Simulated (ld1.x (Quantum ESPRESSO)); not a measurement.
# u(r) = r·R(r): atom against pseudo-atom (Ag (Z = 47))

Columns: radius, all-electron u(r) and pseudo u(r) of the 5p shell (level -14.19 eV) of silver in the configuration [Kr] 4d9 5s0 5p0; PBEsol, scalar-relativistic, RRKJ scheme, ld1.x (Quantum ESPRESSO) 7.5.

| r (bohr) | all-electron | pseudo |
| --- | --- | --- |
| 0.118 | 0.0504 | -0.0008 |
| 0.235 | -0.1724 | -0.0035 |
| 0.353 | -0.1187 | -0.0087 |
| 0.470 | 0.0612 | -0.0176 |
| 0.588 | 0.2149 | -0.0313 |
| 0.705 | 0.2890 | -0.0507 |
| 0.822 | 0.2879 | -0.0768 |
| 0.940 | 0.2321 | -0.1099 |
| 1.058 | 0.1434 | -0.1498 |
| 1.175 | 0.0403 | -0.1950 |
| 1.292 | -0.0663 | -0.2446 |
| 1.410 | -0.1699 | -0.2974 |
| 1.528 | -0.2653 | -0.3511 |
| 1.645 | -0.3495 | -0.4036 |
| 1.763 | -0.4230 | -0.4539 |
| 1.880 | -0.4842 | -0.4999 |
| 1.998 | -0.5347 | -0.5411 |
| 2.115 | -0.5743 | -0.5761 |
| 2.232 | -0.6041 | -0.6043 |
| 2.350 | -0.6253 | -0.6253 |
| 2.468 | -0.6387 | -0.6387 |
| 2.585 | -0.6452 | -0.6452 |
| 2.702 | -0.6457 | -0.6457 |
| 2.820 | -0.6412 | -0.6412 |
| 2.938 | -0.6323 | -0.6323 |
| 3.055 | -0.6199 | -0.6199 |

How many radial nodes do the two functions have?

The all-electron 5p function has n − l − 1 = 3; the pseudo-wave has 0, since the states of the same l below it are removed with the core.

At about which radius was the pseudo-wave matched?

2.35 bohr. The columns agree to 0.0005 from 2.23 bohr on; several derivatives are matched, so the curves merge somewhat inside the radius.

Is the pseudo-wave norm-conserving?

Yes: the RRKJ scheme keeps the norm inside the radius equal to the all-electron one, which fixes the energy derivative of the logarithmic derivative at the level.
